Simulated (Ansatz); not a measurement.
`[Cl][GaH2]` + H₂S → `[SH][GaH2]` + HCl  (ligand exchange at a Ga–Cl bond)

Gas-phase electronic energies from Ansatz, PBE0-D4/def2-TZVP geometries. CCSD(T)/CBS is the MP2 limit (def2-TZVPP, def2-QZVPP) plus CCSD(T) − MP2 in def2-TZVPP, frozen cores. This one scheme is used for every species. DFT in def2-TZVPP. For Ga outer-core shells are correlated without core-valence functions, which leaves a few kJ/mol of doubt a bond. Scalar relativity is left out up to krypton.

CCSD(T)/CBS gives +24.6 kJ/mol.

(1) Another level gave +25.4 kJ/mol. Which?
A. r2SCAN-D4/def2-TZVPP
B. PBE-D4/def2-TZVPP
C. CAM-B3LYP-D4/def2-TZVPP
D. HF/def2-TZVPP

Largest T1 diagnostic among the species: 0.013.

Answers

(1) A. r2SCAN-D4 25.4, CAM-B3LYP-D4 29.6, HF/def2-TZVPP 41.3, PBE-D4 21.3 kJ/mol.

From BLYP to BHLYP (50 % exact exchange), in def2-TZVPP and without D4, ΔE moves by +5.6 kJ/mol. Leaving LDA and LC-ωPBE aside and taking each functional with its dispersion term where it has one, the values, not all of them listed here, spread over 10.1 kJ/mol, from PBE-D4 to BHLYP-D4. LDA lies −4.6 kJ/mol from PBE without D4.
